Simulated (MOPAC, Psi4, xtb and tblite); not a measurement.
Internal rotation in H10GeOSi3, SMILES O([SiH3])[SiH2][SiH2][GeH3]. Scanned: dihedral O2–Si3–Si4–Ge5; all other coordinates were relaxed at GFN2-xTB. GFN2-xTB can order the conformers of Si and Ge chains otherwise than DFT does. Points at φ and −φ are mirror images. Heavy atoms are numbered in the order of the SMILES [SiH3]O[SiH2][SiH2][GeH3], hydrogens after them in the order of the atoms that carry them; the mirror image has the same energies with the sign of each dihedral reversed.

Computed with: PM3, restricted, heats of formation // GFN2-xTB (MOPAC); AM1, restricted, heats of formation // GFN2-xTB (MOPAC); GFN2-xTB (xtb and tblite); PBE-D3(BJ)/def2-TZVP // GFN2-xTB (Psi4).

Energies relative to the lowest point of each profile, in kJ/mol; the last columns give the difference from PBE-D3(BJ):

```json
[
 {"φ / °": "-165", "PM3": "4.6", "AM1": "2.1", "GFN2-xTB": "1.5", "PBE-D3(BJ)/def2-TZVP": "5.3", "PM3 − PBE-D3(BJ)/def2-TZVP": "-0.7", "AM1 − PBE-D3(BJ)/def2-TZVP": "-3.2", "GFN2-xTB − PBE-D3(BJ)/def2-TZVP": "-3.8"},
 {"φ / °": "-150", "PM3": "4.1", "AM1": "1.8", "GFN2-xTB": "2.0", "PBE-D3(BJ)/def2-TZVP": "6.0", "PM3 − PBE-D3(BJ)/def2-TZVP": "-1.9", "AM1 − PBE-D3(BJ)/def2-TZVP": "-4.3", "GFN2-xTB − PBE-D3(BJ)/def2-TZVP": "-4.0"},
 {"φ / °": "-135", "PM3": "3.4", "AM1": "1.6", "GFN2-xTB": "2.5", "PBE-D3(BJ)/def2-TZVP": "6.8", "PM3 − PBE-D3(BJ)/def2-TZVP": "-3.4", "AM1 − PBE-D3(BJ)/def2-TZVP": "-5.2", "GFN2-xTB − PBE-D3(BJ)/def2-TZVP": "-4.3"},
 {"φ / °": "-120", "PM3": "3.1", "AM1": "1.5", "GFN2-xTB": "2.8", "PBE-D3(BJ)/def2-TZVP": "7.1", "PM3 − PBE-D3(BJ)/def2-TZVP": "-4.0", "AM1 − PBE-D3(BJ)/def2-TZVP": "-5.6", "GFN2-xTB − PBE-D3(BJ)/def2-TZVP": "-4.2"},
 {"φ / °": "-105", "PM3": "1.6", "AM1": "2.3", "GFN2-xTB": "2.8", "PBE-D3(BJ)/def2-TZVP": "5.8", "PM3 − PBE-D3(BJ)/def2-TZVP": "-4.2", "AM1 − PBE-D3(BJ)/def2-TZVP": "-3.5", "GFN2-xTB − PBE-D3(BJ)/def2-TZVP": "-2.9"},
 {"φ / °": "-90", "PM3": "0.0", "AM1": "3.3", "GFN2-xTB": "2.2", "PBE-D3(BJ)/def2-TZVP": "3.5", "PM3 − PBE-D3(BJ)/def2-TZVP": "-3.5", "AM1 − PBE-D3(BJ)/def2-TZVP": "-0.2", "GFN2-xTB − PBE-D3(BJ)/def2-TZVP": "-1.3"},
 {"φ / °": "-75", "PM3": "1.0", "AM1": "3.8", "GFN2-xTB": "1.3", "PBE-D3(BJ)/def2-TZVP": "2.1", "PM3 − PBE-D3(BJ)/def2-TZVP": "-1.2", "AM1 − PBE-D3(BJ)/def2-TZVP": "1.7", "GFN2-xTB − PBE-D3(BJ)/def2-TZVP": "-0.9"},
 {"φ / °": "-60", "PM3": "1.5", "AM1": "3.1", "GFN2-xTB": "0.5", "PBE-D3(BJ)/def2-TZVP": "0.4", "PM3 − PBE-D3(BJ)/def2-TZVP": "1.1", "AM1 − PBE-D3(BJ)/def2-TZVP": "2.7", "GFN2-xTB − PBE-D3(BJ)/def2-TZVP": "0.1"},
 {"φ / °": "-45", "PM3": "4.4", "AM1": "1.7", "GFN2-xTB": "0.0", "PBE-D3(BJ)/def2-TZVP": "0.0", "PM3 − PBE-D3(BJ)/def2-TZVP": "4.4", "AM1 − PBE-D3(BJ)/def2-TZVP": "1.7", "GFN2-xTB − PBE-D3(BJ)/def2-TZVP": "0.0"},
 {"φ / °": "-30", "PM3": "7.3", "AM1": "0.8", "GFN2-xTB": "0.1", "PBE-D3(BJ)/def2-TZVP": "0.6", "PM3 − PBE-D3(BJ)/def2-TZVP": "6.6", "AM1 − PBE-D3(BJ)/def2-TZVP": "0.1", "GFN2-xTB − PBE-D3(BJ)/def2-TZVP": "-0.5"},
 {"φ / °": "-15", "PM3": "9.4", "AM1": "0.4", "GFN2-xTB": "0.4", "PBE-D3(BJ)/def2-TZVP": "1.7", "PM3 − PBE-D3(BJ)/def2-TZVP": "7.7", "AM1 − PBE-D3(BJ)/def2-TZVP": "-1.3", "GFN2-xTB − PBE-D3(BJ)/def2-TZVP": "-1.2"},
 {"φ / °": "0", "PM3": "9.9", "AM1": "0.0", "GFN2-xTB": "0.6", "PBE-D3(BJ)/def2-TZVP": "2.2", "PM3 − PBE-D3(BJ)/def2-TZVP": "7.7", "AM1 − PBE-D3(BJ)/def2-TZVP": "-2.2", "GFN2-xTB − PBE-D3(BJ)/def2-TZVP": "-1.6"},
 {"φ / °": "15", "PM3": "9.4", "AM1": "0.4", "GFN2-xTB": "0.4", "PBE-D3(BJ)/def2-TZVP": "1.7", "PM3 − PBE-D3(BJ)/def2-TZVP": "7.7", "AM1 − PBE-D3(BJ)/def2-TZVP": "-1.3", "GFN2-xTB − PBE-D3(BJ)/def2-TZVP": "-1.2"},
 {"φ / °": "30", "PM3": "7.3", "AM1": "0.8", "GFN2-xTB": "0.1", "PBE-D3(BJ)/def2-TZVP": "0.6", "PM3 − PBE-D3(BJ)/def2-TZVP": "6.6", "AM1 − PBE-D3(BJ)/def2-TZVP": "0.1", "GFN2-xTB − PBE-D3(BJ)/def2-TZVP": "-0.5"},
 {"φ / °": "45", "PM3": "4.4", "AM1": "1.7", "GFN2-xTB": "0.0", "PBE-D3(BJ)/def2-TZVP": "0.0", "PM3 − PBE-D3(BJ)/def2-TZVP": "4.4", "AM1 − PBE-D3(BJ)/def2-TZVP": "1.7", "GFN2-xTB − PBE-D3(BJ)/def2-TZVP": "0.0"},
 {"φ / °": "60", "PM3": "1.5", "AM1": "3.1", "GFN2-xTB": "0.5", "PBE-D3(BJ)/def2-TZVP": "0.4", "PM3 − PBE-D3(BJ)/def2-TZVP": "1.1", "AM1 − PBE-D3(BJ)/def2-TZVP": "2.7", "GFN2-xTB − PBE-D3(BJ)/def2-TZVP": "0.1"},
 {"φ / °": "75", "PM3": "1.0", "AM1": "3.8", "GFN2-xTB": "1.3", "PBE-D3(BJ)/def2-TZVP": "2.1", "PM3 − PBE-D3(BJ)/def2-TZVP": "-1.2", "AM1 − PBE-D3(BJ)/def2-TZVP": "1.7", "GFN2-xTB − PBE-D3(BJ)/def2-TZVP": "-0.9"},
 {"φ / °": "90", "PM3": "0.0", "AM1": "3.3", "GFN2-xTB": "2.2", "PBE-D3(BJ)/def2-TZVP": "3.5", "PM3 − PBE-D3(BJ)/def2-TZVP": "-3.5", "AM1 − PBE-D3(BJ)/def2-TZVP": "-0.2", "GFN2-xTB − PBE-D3(BJ)/def2-TZVP": "-1.3"},
 {"φ / °": "105", "PM3": "1.6", "AM1": "2.3", "GFN2-xTB": "2.8", "PBE-D3(BJ)/def2-TZVP": "5.8", "PM3 − PBE-D3(BJ)/def2-TZVP": "-4.2", "AM1 − PBE-D3(BJ)/def2-TZVP": "-3.5", "GFN2-xTB − PBE-D3(BJ)/def2-TZVP": "-2.9"},
 {"φ / °": "120", "PM3": "3.1", "AM1": "1.5", "GFN2-xTB": "2.8", "PBE-D3(BJ)/def2-TZVP": "7.1", "PM3 − PBE-D3(BJ)/def2-TZVP": "-4.0", "AM1 − PBE-D3(BJ)/def2-TZVP": "-5.6", "GFN2-xTB − PBE-D3(BJ)/def2-TZVP": "-4.2"},
 {"φ / °": "135", "PM3": "3.4", "AM1": "1.6", "GFN2-xTB": "2.5", "PBE-D3(BJ)/def2-TZVP": "6.8", "PM3 − PBE-D3(BJ)/def2-TZVP": "-3.4", "AM1 − PBE-D3(BJ)/def2-TZVP": "-5.2", "GFN2-xTB − PBE-D3(BJ)/def2-TZVP": "-4.3"},
 {"φ / °": "150", "PM3": "4.1", "AM1": "1.8", "GFN2-xTB": "2.0", "PBE-D3(BJ)/def2-TZVP": "6.0", "PM3 − PBE-D3(BJ)/def2-TZVP": "-1.9", "AM1 − PBE-D3(BJ)/def2-TZVP": "-4.3", "GFN2-xTB − PBE-D3(BJ)/def2-TZVP": "-4.0"},
 {"φ / °": "165", "PM3": "4.6", "AM1": "2.1", "GFN2-xTB": "1.5", "PBE-D3(BJ)/def2-TZVP": "5.3", "PM3 − PBE-D3(BJ)/def2-TZVP": "-0.7", "AM1 − PBE-D3(BJ)/def2-TZVP": "-3.2", "GFN2-xTB − PBE-D3(BJ)/def2-TZVP": "-3.8"},
 {"φ / °": "180", "PM3": "4.3", "AM1": "2.2", "GFN2-xTB": "1.4", "PBE-D3(BJ)/def2-TZVP": "4.8", "PM3 − PBE-D3(BJ)/def2-TZVP": "-0.6", "AM1 − PBE-D3(BJ)/def2-TZVP": "-2.6", "GFN2-xTB − PBE-D3(BJ)/def2-TZVP": "-3.5"}
]
```

PM3 is furthest from PBE-D3(BJ)/def2-TZVP at -15 (7.7 kJ/mol, above); its mean absolute difference over the points is 3.6 kJ/mol.

AM1 is furthest from PBE-D3(BJ)/def2-TZVP at -120 (-5.6 kJ/mol, below); its mean absolute difference over the points is 2.7 kJ/mol.

GFN2-xTB is furthest from PBE-D3(BJ)/def2-TZVP at -135 (-4.3 kJ/mol, below); its mean absolute difference over the points is 2.2 kJ/mol.
